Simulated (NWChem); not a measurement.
Species: CH7NSi; SMILES NC[SiH3]

```xyz
10

N      0.4295    -1.6244     0.0184
C     -0.6321    -0.6328    -0.0089
Si     0.1039     1.1117     0.0262
H      0.0523    -2.5673     0.0895
H      0.9711    -1.5960    -0.8430
H     -1.3504    -0.7138    -0.8543
H     -1.2405    -0.7281     0.9078
H     -0.9793     2.1338    -0.1254
H      1.0654     1.2723    -1.1109
H      0.8340     1.3589     1.3049
```
Atoms are numbered in this order, from 1.

Geometry: optimised at PBE0/def2-SVP.

Problem. Give the principal values of the shielding tensors (ppm) of N1, C2, Si3 from B3LYP/6-311G** (spherical d), GIAO (NWChem), with their diamagnetic and paramagnetic parts as GIAO splits them.

Solution. 
| atom | σ11 | σ22 | σ33 | isotropic | diamagnetic | paramagnetic |
|---|---|---|---|---|---|---|
| N1 | 199.7 | 249.2 | 270.3 | 239.7 | 312.2 | -72.4 |
| C2 | 130.3 | 145.8 | 187.3 | 154.5 | 248.4 | -94.0 |
| Si3 | 371.1 | 390.0 | 457.4 | 406.2 | 880.3 | -474.1 |
